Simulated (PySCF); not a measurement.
## Worked example: chemical shift, span and skew from a shielding tensor

CH7GeNOSi, SMILES [Ge@H]1([OH])[SiH2]N[CH2]1. Atoms are numbered in the order given.

```xyz
12

O      1.8114    -0.2148    -1.2145
Ge     0.7350    -0.1181     0.2103
C     -0.7730    -1.3907    -0.0242
N     -1.8392    -0.4009     0.0984
Si    -1.2297     1.2328     0.1473
H      2.6056     0.3211    -1.1211
H      1.5984    -0.2770     1.4836
H     -0.8161    -2.1816     0.7463
H     -0.7140    -1.8775    -1.0153
H     -2.7981    -0.7218     0.0213
H     -1.4804     2.0848    -1.0632
H     -1.6779     2.0406     1.3296
```

Geometry optimised at PBE0-D3(BJ)/def2-SVP. The structure was generated by enumeration; whether it is a known compound was not checked. One conformer was computed; it need not be the lowest.

GIAO shieldings from PySCF with PBE/pcSseg-1, non-relativistic, no solvent. The symmetric part of the tensor of C3 has the principal values 80.3, 117.9, 165.1 ppm. The same nucleus in TMS has σ = 182.0 ppm at this level (PySCF, at its B3LYP-D3(BJ)/def2-TZVP geometry).

### Question
Work out the isotropic shielding, the ¹³C shift against TMS, the span and the skew.

### Answer

σ(iso) = (σ11 + σ22 + σ33)/3 = 121.1 ppm. δ = σ(ref) − σ(iso) = 182.0 − (121.1) = 60.9 ppm.
Span Ω = σ33 − σ11 = 84.8 ppm. Skew κ = 3(σ(iso) − σ22)/Ω = 0.11. Tumbling in solution averages the tensor to δ; in a static solid the shielding alone would spread this spin-1/2 line over Ω.
